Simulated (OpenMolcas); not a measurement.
Tc3+: moving or changing the point charges

Tc3+ among 6 point charges of -1.7 e arranged as a tetragonal octahedron (D4h), 1.98 Å from the ion, with the axial distance 2.099 Å.
```
   1.9800    0.0000    0.0000  -1.70
   0.0000    1.9800    0.0000  -1.70
  -1.9800    0.0000    0.0000  -1.70
   0.0000   -1.9800    0.0000  -1.70
   0.0000    0.0000    2.0988  -1.70
   0.0000    0.0000   -2.0988  -1.70
```

```yaml
Program: OpenMolcas 26.06
Method: "SS-CASPT2, IPEA 0.25 Eh, imaginary shift 0.1 Eh (closed shells correlated: 4s 4p)"
Basis: ANO-RCC-VDZP [6s5p3d1f]
Scalar_Hamiltonian: DKH2, point nucleus
Active_space: 4 electrons in 5 orbitals (4d)
State_averaging: 2S+1 = 5 even, 5 roots; 2S+1 = 3 even, 45 roots; 2S+1 = 1 even, 50 roots
Spin-orbit_coupling: state interaction with AMFI integrals over the reference wave functions
```

Runs around this geometry, states (labels of D4, the rotations of D4h). Energies in cm-1 above the lowest state or level, χT in cm3 K/mol.

```
R (Å)  q (e)  Ground state  First state of that spin  First gap with spin-orbit (degeneracies)  χT at 300 K  First state of another spin
 1.98  -0.85           5B1                  5A1 1920                                 17 (1, 1)        2.334                     3E 14610
 1.98   -1.7           5B1                  5A1 3780                                  9 (1, 1)        2.655                     3E 10420
 2.07   -1.7           5B1                  5A1 3310                                 10 (1, 1)        2.587                     3E 12120
```

Taking the first state of the same spin as R^-n, n = -ln(3310 / 3780) / ln(2.07 / 1.98) = 3.0 between the shortest and longest distance.

Scaling the charges by -0.85 / -1.7 = 0.50 scales the first state of the same spin by 1920 / 3780 = 0.51; with fixed orbitals a first-order splitting would follow the charge.

This shell can be high or low spin here, a state of another spin lies low, and with metal d orbitals alone active their balance is uncertain, so the ground spin may be wrong. Point charges give a weaker field than real ligands, and real ions of this kind are as a rule low spin; the high spin found here belongs to the model. Free-ion shares, where given, are those of the reference states; single-state CASPT2 does not remix them. Point charges carry no covalency, so the field is a model and not that of real ligands. No measured value stands beside these numbers.
